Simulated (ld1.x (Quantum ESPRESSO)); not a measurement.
# C (Z = 6), TM: configuration errors across variants

ld1.x (Quantum ESPRESSO) 7.5 input, shortened:

```
&input
   title='C', zed=6., rel=1, dft='PBE', iswitch=3,
   config='[He] 2s2 2p2'
 /
 &inputp
   pseudotype=2, tm=.true., lloc=1,
   nlcc=.false.
 /
2
2S  1  0   2.00   0.00  1.05  1.05  0.0
2P  2  1   2.00   0.00  2.70  2.70  0.0
 &test
   configts(1)='2s2 2p2'
 /
```

All-electron excitation energies from the reference (eV): (1) 2s2 2p1 10.862; (2) 2s2 2p0 35.018; (3) 2s1 2p0 83.212; (4) 2s1 2p2 19.615; (5) 2s2 2p2.3 -1.158; (6) 2s1 2p3 8.478; (7) 2s2 2p1.5 3.963.

3 further variants failed, have other tests or another functional or relativity, and are left out.

Errors AE − PS in meV (a dash: test not solved or not reliable):

| change | (1) | (2) | (3) | (4) | (5) | (6) | (7) | bound ghosts |
| --- | --- | --- | --- | --- | --- | --- | --- | --- |
| base | +62 | +734 | +1484 | -134 | -1.1 | -17 | +5.4 | none |
| wave 2p (bound): rc 2.70 bohr becomes 2p (bound): rc 2.72 bohr | +70 | +803 | +1611 | -145 | -1.1 | -20 | +6.4 | none |
| local potential the s channel | +85 | +769 | +1506 | -96 | +1.1 | -16 | +12 | none |
| type ultrasoft; waves now 2s (bound): rcut 0.90, rcutus 1.05 bohr; 2s channel at 0.5 Ry: rcut 0.90, rcutus 1.05 bohr; 2p (bound): rcut 2.35, rcutus 2.70 bohr; 2p channel at 1.2 Ry: rcut 2.35, rcutus 2.70 bohr; local potential all-electron potential smoothed inside 1.20 bohr (lloc = -1); augmentation PSQ, radius 0.80 bohr | +14 | +192 | +286 | +10.0 | +0.4 | +33 | +2.1 | none |
| wave 2s (bound): rc 1.05 bohr becomes 2s (bound): rc 1.08 bohr | +62 | +735 | +1484 | -133 | -1.0 | -17 | +5.4 | none |

(1) Give the same row for: all radii scaled by about 1.31 (s 1.38, p 3.54 bohr).

## Answers

(1) +220, +1844, +3474, -274, +0.1, -61, +30; bound ghosts: none.
